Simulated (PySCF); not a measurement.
Dipole response of Co⁺ (cobalt, charge +1)

[Ar] 3d7 4s1, high-spin 5F determinant (an excited configuration). Calculation: PySCF 2.14, in aug-cc-pVTZ with one added diffuse shell each of s, p, d, f, g type (9s8p6d4f3g, 118 functions); no relativity, point nucleus. Coupled (time-dependent) response in atomic units; α is the mean over directions.

```
method  mean α (bohr³)  C₆ (like pair)  S(−4)
  PBE0           25.06           120.4  533.1
```

S(−4) is the Cauchy moment in α(ω) = α(0) + S(−4) ω² + …

α(iu) at PBE0:

| u (hartree) | α(iu) (bohr³) |
| --- | --- |
| 0 | 25.06 |
| 0.0500 | 23.81 |
| 0.100 | 20.80 |
| 0.200 | 14.33 |
| 0.300 | 10.02 |
| 0.500 | 5.851 |
| 0.750 | 3.749 |
| 1.00 | 2.740 |
| 1.50 | 1.753 |
| 2.00 | 1.260 |
| 3.00 | 0.7639 |
| 5.00 | 0.3771 |

A single London oscillator, α(iu) = α/(1 + u²/ω²), gives C₆ = (3/4) ω α². Matching the computed C₆ needs ω = 4 × 120.4 / (3 × 25.06²) = 0.256 hartree.

For an ion, C₆ is the dispersion term alone; charge-induced terms of lower order in 1/R come first.
